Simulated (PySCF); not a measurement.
B3LYP has the VWN-RPA correlation part, as in Gaussian. Excitations are Tamm–Dancoff values on a coarser integration grid. The basis has no diffuse functions, so Rydberg states are missing or too high.

Cartesian coordinates (Å):
SMILES: [H]/N=[SiH]/[SiH]=C
```xyz
9

C     -2.0903     0.1585     0.5429
Si    -0.6535    -0.7357     0.2816
Si     1.2827     0.4135    -0.1372
N      2.6132    -0.4465    -0.3741
H     -2.0947     1.2413     0.5141
H     -3.0510    -0.2968     0.7486
H     -0.6306    -2.2088     0.3182
H      1.1121     1.8948    -0.1494
H      3.5120    -0.0203    -0.5648
```
Charge 0, spin multiplicity 1.

What T1 excitation (TDA), brightest of the four lowest singlets (TDA), dipole moment, S1–T1 gap (TDA) and LUMO does B3LYP-D3(BJ)/def2-TZVP in PySCF 2.14.0 give?


- T1 excitation (TDA) = 2.08 eV
- brightest of the four lowest singlets (TDA) = 4.28 eV
- dipole moment = 1.78 D
- S1–T1 gap (TDA) = 1.39 eV
- LUMO = -2.70 eV
